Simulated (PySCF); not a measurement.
NMR data simulated for an unnamed compound:

1H NMR (500 MHz, computed): δ 7.99 (s, 1H), 6.16 (m, 1H), 5.87 (m, 1H), 5.70 (m, 1H), 5.11 (d, 2H), 3.59 (s, 1H).

13C{1H} NMR (computed): δ 144.8 (CH), 141.8 (CH), 128.6 (CH2), 126.1 (C), 102.2 (CH), 75.9 (C), 54.7 (CH2).

Theoretical values (PySCF 2.14.0 with density-fitted response routines): structure optimised with GFN2-xTB, shielding tensors at PBE0/pcSseg-1 (GIAO). No relativistic terms, one conformer, fast rotation and ring inversion assumed for equivalent nuclei, no solvent model.

δ = σ(ref) − σ, references computed at the same level: 1H and 13C vs TMS.

Task: Which of these does the molecule contain: a Si–CH3 group, a non-aromatic C=C double bond, a C≡C triple bond, a benzene ring, a heteroaromatic ring, a Si–H bond?

Result: 
- A Si–CH3 group: no.
- A non-aromatic C=C double bond: yes.
- A C≡C triple bond: yes (δC 102.2, 75.9; δH 3.59 (s)).
- A benzene ring: no.
- A heteroaromatic ring: yes.
- A Si–H bond: no.

The data belong to `C#Cc1cnnn1CC=C`, C$_{7}$H$_{7}$N$_{3}$; they needn't prove each group on their own.

Carbon signals by region: 5 in the sp2 and nitrile region (100–160 ppm), 2 at 50–100 ppm.

Shifts are as computed. Against solution values, carbons near 30 ppm lie about +3 ppm off and those near 130 ppm about +5 ppm. Of 1211 compounds with measured shifts, 218 miss one by over three times the rms of a fit or turn the order of signals round; such compounds aren't used in these exercises. Multiplicities follow the n + 1 count of equivalent neighbours, as no J values were calculated; m marks all less simple cases, F and P coupling included.
